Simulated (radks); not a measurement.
Values are calculated unless marked as measured or tabulated.
Question: The mean radii <r> (bohr) of the occupied orbitals of an atom or ion are listed with their occupations. Code: a radial shooting solver on a logarithmic mesh with Libxc functionals. Model: non-relativistic Kohn-Sham, TPSS, spin-polarised, spherical densities, point nucleus; meta-GGA in the generalised Kohn-Sham scheme.

| orbital | occ. | <r> |
|---|---|---|
| 1s up | 1 | 0.02572 |
| 1s down | 1 | 0.02572 |
| 2s up | 1 | 0.1086 |
| 2s down | 1 | 0.1086 |
| 2p up | 3 | 0.09221 |
| 2p down | 3 | 0.09222 |
| 3s up | 1 | 0.2604 |
| 3s down | 1 | 0.2608 |
| 3p up | 3 | 0.2475 |
| 3p down | 1 | 0.2478 |

Name the element and its charge. Open shells, if any, are filled with parallel spins first.

Answer: Z = 59, praseodymium, charge +43: Pr43+ in [Ne] 3s2 3p4. The 1s radius gives Z: for a bare nucleus <r> = 1.5/Z, 0.02542 bohr for Z = 59, and screening makes it slightly larger (0.02572 here). The occupations add up to 16, and the charge is Z minus that.
